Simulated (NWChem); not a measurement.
System: C4H4OSi; SMILES C#C[Si@@H]1C=CO1

Input file for NWChem:

```
start job
memory heap 200 mb stack 900 mb global 1100 mb
geometry units angstroms noautosym nocenter noautoz
  C     -0.014431    -2.826556    -0.486417
  C     -0.011701    -1.685640    -0.062777
  Si    -0.039114     0.011090     0.604260
  C     -1.109277     1.289570    -0.167226
  C      0.066896     1.812977    -0.579799
  O      1.128738     1.050789    -0.164479
  H     -0.013406    -3.833554    -0.867150
  H      0.156297    -0.042221     2.074781
  H     -2.120383     1.650611    -0.332518
  H      0.305799     2.709258    -1.166696
end
basis spherical
  * library 6-31g*
end
dft
  xc pbe0
  iterations 150
end
property
  shielding
end
task dft property
```

NWChem printed, in part:

```
             Northwest Computational Chemistry Package (NWChem) 7.3.0
             --------------------------------------------------------

                             Geometry "geometry" -> ""
                             -------------------------

 Output coordinates in angstroms (scale by  1.889725989 to convert to a.u.)

  No.       Tag          Charge          X              Y              Z
 ---- ---------------- ---------- -------------- -------------- --------------
    1 C                    6.0000    -0.01443100    -2.82655600    -0.48641700
    2 C                    6.0000    -0.01170100    -1.68564000    -0.06277700
    3 Si                  14.0000    -0.03911400     0.01109000     0.60426000
    4 C                    6.0000    -1.10927700     1.28957000    -0.16722600
    5 C                    6.0000     0.06689600     1.81297700    -0.57979900
    6 O                    8.0000     1.12873800     1.05078900    -0.16447900
    7 H                    1.0000    -0.01340600    -3.83355400    -0.86715000
    8 H                    1.0000     0.15629700    -0.04222100     2.07478100
    9 H                    1.0000    -2.12038300     1.65061100    -0.33251800
   10 H                    1.0000     0.30579900     2.70925800    -1.16669600

 Effective nuclear repulsion energy (a.u.)     251.2594973426

                              NWChem Property Module
                              ----------------------

  itol2e modified to match energy
  convergence criterion.

                                 NWChem DFT Module
                                 -----------------

 Summary of "ao basis" -> "ao basis" (spherical)
 ------------------------------------------------------------------------------
       Tag                 Description            Shells   Functions and Types
 ---------------- ------------------------------  ------  ---------------------
 C                           6-31g*                  6       14   3s2p1d
 Si                          6-31g*                  8       18   4s3p1d
 O                           6-31g*                  6       14   3s2p1d
 H                           6-31g*                  2        2   2s

  itol2e modified to match energy
  convergence criterion.

[...]

          -----------------------------------------
          Chemical Shielding Tensors (GIAO, in ppm)
          -----------------------------------------

                                NWChem CPHF Module
                                ------------------

  scftype          =     RHF
  nclosed          =       25
  nopen            =        0
  variables        =     1775
  # of vectors     =        3
  tolerance        = 0.10D-03
  level shift      = 0.00D+00
  max iterations   =       50
  max subspace     =       30

 SCF residual:    4.5703982178086813E-005

Iterative solution of linear equations
  No. of variables     1775
  No. of equations        3
  Maximum subspace       30
        Iterations       50
       Convergence  1.0D-04

   iter   nsub   residual    time
   ----  ------  --------  ---------
     1      3    5.71D-01      31.5
     2      6    5.52D-02      34.0
     3      9    2.70D-03      36.5
     4     12    3.89D-04      39.0
     5     15    1.92D-05      41.5

      Atom:    1  C
        Diamagnetic
    265.7074     -0.2681     -0.2630
     -0.2681    279.8262      4.7393
     -0.2630      4.7393    266.8497

        Paramagnetic
   -235.2565     -1.0477     -0.8941
     -1.0477    -74.6921     68.3338
     -0.8941     68.3338   -211.6133

        Total Shielding Tensor
     30.4509     -1.3158     -1.1571
     -1.3158    205.1341     73.0731
     -1.1571     73.0731     55.2364

           isotropic =      96.9405
          anisotropy =     206.9009

          Principal Components and Axis System
                 1           2           3
              234.8744     30.5040     25.4431

      1        -0.0081      0.9934      0.1146
      2         0.9262      0.0506     -0.3735
      3         0.3768     -0.1031      0.9205

      Atom:    2  C
        Diamagnetic
    239.6522     -0.3966     -0.2996
     -0.3966    282.5634     15.0150
     -0.2996     15.0150    244.5672

        Paramagnetic
   -205.8719      1.6705     -0.6455
      1.6705    -23.6854     68.1609
     -0.6455     68.1609   -180.3823

        Total Shielding Tensor
     33.7802      1.2739     -0.9451
      1.2739    258.8780     83.1760
     -0.9451     83.1760     64.1849

           isotropic =     118.9477
          anisotropy =     255.9421

          Principal Components and Axis System
                 1           2           3
              289.5757     34.9691     32.2983

      1         0.0034      0.7442      0.6680
      2         0.9382      0.2289     -0.2598
      3         0.3462     -0.6276      0.6974

      Atom:    3  Si
        Diamagnetic
    885.9097      1.7061     -1.5643
      1.7061    887.0194     -3.1768
     -1.5643     -3.1768    882.3207

        Paramagnetic
   -409.1006      4.4000     -6.1781
      4.4000   -518.5941    -33.5134
     -6.1781    -33.5134   -504.5519

        Total Shielding Tensor
    476.8091      6.1061     -7.7423
      6.1061    368.4253    -36.6902
     -7.7423    -36.6902    377.7688

           isotropic =     407.6677
          anisotropy =     105.8488

          Principal Components and Axis System
                 1           2           3
              478.2336    408.6610    336.1086

      1         0.9897      0.1430      0.0038
      2         0.0917     -0.6549      0.7501
      3        -0.1098      0.7420      0.6613

      Atom:    4  C
        Diamagnetic
    266.7187     -4.2014      0.9614
     -4.2014    255.0080    -11.2437
      0.9614    -11.2437    244.3055

[...]
```

Level: PBE0/6-31G* (spherical d), GIAO. Coordinates come from a PBE0/def2-SVP optimisation. The printed shielding anisotropy is the first printed principal value minus the mean of the other two.
